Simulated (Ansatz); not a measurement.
Input file for Ansatz (a quantum-chemistry and plane-wave program): R-CCSD(T)/aug-cc-pVDZ on H2 (SMILES [H][H]).

Ansatz 0.2 input:
```yaml
crystal:
  periodic: [false, false, false]
  atoms:
    - {symbol: H, position_ang: [-0.34819692, -0.23171982, -0.37029810]}
    - {symbol: H, position_ang: [-0.25523136, -0.43205205, 0.34241316]}
basis:
  gaussian:
    orbitals: aug-cc-pVDZ
magnetization: {spin_polarized: false}
correlation: {method: ccsd_t, electrons: outside_noble_gas}
scf: {lower_state_search: off}
```

Program output:

```
WARN ansatz: RAYON_NUM_THREADS=2 ignored (pool sized by the plan → 2); use --threads N
Functional definition: HF
these checks for a lower state are left out or cut short: stability, starts, cluster_reference, orbital_swaps, neighbouring_geometries, increment
integrals: 0.00 GiB planned
166 factors; integrals over basis functions are off by at most 9.7e-4 eV
mean field: 0.04 GiB planned
mean field evaluation 1: about -30.6237 eV, gradient 3.8e0 eV
mean field evaluation 2: about -30.6228 eV, gradient 3.8e0 eV
mean field evaluation 4: about -30.7168 eV, gradient 5.7e-2 eV
mean field evaluation 8: about -30.7168 eV, gradient 3.8e-6 eV
mean field -30.71684199 eV, -1.1288231224 hartree, gradient 3.8e-6 eV, S^2 0.000000; 0 other end points of the search recorded, 0 dependent functions left out
reference -30.71684199 eV, -1.1288231224 hartree; 1, 1 occupied and 17, 17 virtual orbitals, 166 factors
second order -0.74395889 eV of doubles, -0.00000000 eV of singles
coupled cluster: 0.04 GiB planned
cycle   1  -0.90954395 eV  change   -1.7e-1 eV  update   2.6e-2
cycle   2  -0.97620144 eV  change   -6.7e-2 eV  update   9.1e-3
cycle   3  -0.97730430 eV  change   -1.1e-3 eV  update   1.3e-3
cycle   4  -0.97736157 eV  change   -5.7e-5 eV  update   1.5e-4
cycle   5  -0.97732806 eV  change    3.4e-5 eV  update   2.1e-5
cycle   6  -0.97732752 eV  change    5.4e-7 eV  update   5.0e-6
cycle   7  -0.97732964 eV  change   -2.1e-6 eV  update   8.0e-7
perturbative correction 0.00000000 eV, 0.0000000000 hartree
Total energy: -31.69417163 eV, -1.1647393243 hartree
Checks for a lower state left out: stability, starts, cluster_reference, orbital_swaps, neighbouring_geometries, increment
```

The calculation finished and met its thresholds.

Cost: very roughly 0.15 core-seconds.
